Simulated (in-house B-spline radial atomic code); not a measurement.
Ionising Tl XLIII (Tl42+) with different functionals

Computed with an all-electron radial atomic-structure program (B-spline basis): scalar-relativistic (spin-free X2C) Hamiltonian, Fermi nucleus of rms radius 5.4759 fm, spin-polarised at highest spin, spherical fractional occupations for the functionals, the average over the highest-spin determinants for Hartree-Fock. The ionisation energy is the difference of two self-consistent energies, [Kr] 4d3 → [Kr] 4d2, without Breit or QED terms; ε is the level of the shell that loses the electron (its least bound occupied spin orbital). There is no spin-orbit coupling in this Hamiltonian.

Hybrids are left out here: with spherical fractional occupations of an open shell their exact exchange keeps a self-interaction that integer-occupation calculations don't have.

```
      method          rung  ΔSCF (eV)  -ε(4d) (eV)
Hartree-Fock  Hartree-Fock     2062.9       2063.9
        BLYP           GGA     2064.2       2033.7
        BP86           GGA     2064.6       2034.0
        RPBE           GGA     2064.5       2034.0
      r2SCAN      meta-GGA     2064.8       2034.8
```

Task: Among the functionals, which spreads more, the ΔSCF values or the orbital energies?

Result: The orbital energies: ΔSCF values span about 0.5 eV and the orbital energies 1.1 eV.

Task: How do they compare with the NIST value?

Result: NIST lists 2075 eV ± 4 (tabulated theory, ground level to ground level). Errors run from -12.1 to -10.2 eV. The correlated functionals all miss on the same side by more than they spread, so the cause is common to them (spin-orbit coupling, Breit-QED terms, multiplet and fine-structure energies, or a listed next ion that isn't the cheapest removal here) and closeness doesn't rank the functionals. Hartree-Fock also lacks correlation.
